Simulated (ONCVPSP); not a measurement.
**Configuration tests for Te (Z = 52) (ONCV)**

Te (Z = 52), optimised norm-conserving Vanderbilt (ONCV), made with ONCVPSP 4.0.1 (PBE, scalar-relativistic). Core [Ar] 3d10, reference 4s2 4p6 4d10 5s2 5p4. Waves: 4s+5s: rc 1.10 bohr, ncon 4, nbas 8, qcut 8.6 1/bohr, 2 projectors; 4p+5p: rc 1.25 bohr, ncon 4, nbas 7, qcut 9.5 1/bohr, 2 projectors; 4d: rc 1.30 bohr, ncon 4, nbas 9, qcut 14.5 1/bohr, 2 projectors, debl 1.7 Ha; f scattering state at 0.08 Ha: rc 1.20 bohr, ncon 4, nbas 7, qcut 9.2 1/bohr, 2 projectors, debl 1.3 Ha. Local part: polynomial inside 0.70 bohr (lpopt 1, dvloc0 6 Ha). Core correction: Teter function, fcfact 4.75, rcfact 1.35.

Energies are relative to the spin-unpolarised reference configuration 4s2 4p6 4d10 5s2 5p4; without spin polarisation the order of configurations can differ from experiment.

**Question.** Give the all-electron excitation energy and the error of the potential for: 4s2 4p6 4d10 5s2 5p3; 4s2 4p6 4d10 5s2 5p2; 4s2 4p6 4d10 5s2 5p1; 4s2 4p6 4d10 5s2 5p0.

**Answer.**

| valence configuration | charge | ΔE all-electron (eV) | error AE − PS (meV) |
| --- | --- | --- | --- |
| 4s2 4p6 4d10 5s2 5p3 | +1 | 9.729 | -1.9 |
| 4s2 4p6 4d10 5s2 5p2 | +2 | 27.654 | -5.9 |
| 4s2 4p6 4d10 5s2 5p1 | +3 | 54.552 | -13 |
| 4s2 4p6 4d10 5s2 5p0 | +4 | 91.036 | -23 |

Levels in the configuration 4s2 4p6 4d10 5s2 5p3:

```csv
level,all-electron (eV),pseudo (eV)
4s,-173.442,-173.445
4p,-123.459,-123.460
4d,-50.677,-50.676
5s,-23.443,-23.442
5p,-13.683,-13.682
```
